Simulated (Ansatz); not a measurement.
Cartesian coordinates in Å:
```
N 1.0145 -0.2615 -1.3180
Nb 0.3596 0.1211 0.4798
N -1.5880 0.0299 0.5586
S 1.1421 -1.3680 1.7962
Cl 1.0205 2.2564 1.0650
H 0.7035 0.2222 -2.1503
H 1.6746 -0.9869 -1.5580
H -2.2054 0.5485 -0.0523
H -2.1214 -0.5618 1.1790
```

Charge 0, multiplicity 1. Nb: def2 effective core potential.

List the r2SCAN/def2-TZVPP orbital energies in eV (the Gaussian-basis code of Ansatz). (Estimate.)

Computed: Occupied: -2752.91, -2408.39, -385.56, -385.56, -254.30, -212.86, -192.78, -192.73, -192.73, -156.85, -156.84, -156.82, -63.71, -38.53, -38.51, -38.45, -22.26, -22.14, -20.51, -16.79, -13.04, -12.98, -10.58, -10.51, -9.37, -8.59, -8.39, -7.65, -7.57, -7.09, -6.76, -6.75. Lowest empty: -2.62, -2.42, -1.73, -1.04, -0.94, -0.31, 0.81, 1.22.
